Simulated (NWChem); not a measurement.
Molecule: C₄H₅Cl; SMILES C=CC(=C)Cl

```xyz
10

C      0.7204    -1.9816     0.0000
C     -0.4253    -1.2917     0.0000
C     -0.5589     0.1625     0.0000
C     -1.7359     0.8027     0.0000
Cl     0.9165     1.0880     0.0000
H      1.6872    -1.4723     0.0000
H      0.7162    -3.0736     0.0000
H     -1.3824    -1.8246     0.0000
H     -2.6631     0.2251     0.0000
H     -1.7980     1.8915     0.0000
```
Atoms are numbered in this order, from 1.

Level: PBE0/def2-SVP (NWChem), optimised geometry, unscaled harmonic frequencies. 

Task: List the harmonic frequencies with IR intensities, and the thermochemistry.

Result: 
```
frequency (cm⁻¹)  IR intensity (km/mol)
----------------  ---------------------
157                                 0.3
250                                 0.2
390                                 1.8
429                                 7.4
527                                 0.8
657                                21.3
673                                 0.1
765                                 0.6
900                                45.7
903                                 6.5
953                                37.9
1015                               13.7
1021                                7.3
1247                               46.5
1298                                1.0
1380                               11.1
1426                                2.3
1675                               37.4
1738                                3.9
3177                                0.6
3185                                0.7
3191                                4.0
3287                                0.9
3298                                0.5
```

```yaml
zero_point_energy: 47.9 kcal/mol
thermal correction to the enthalpy at 298.15 K (with zero-point energy): 51.9 kcal/mol
heat capacity Cv: 19.0 cal/(mol K)
entropy at 298.15 K and 1 atm (symmetry number 1): 74.1 cal/(mol K)
dipole_moment: 1.36 D
```

Rigid rotor and harmonic oscillator.
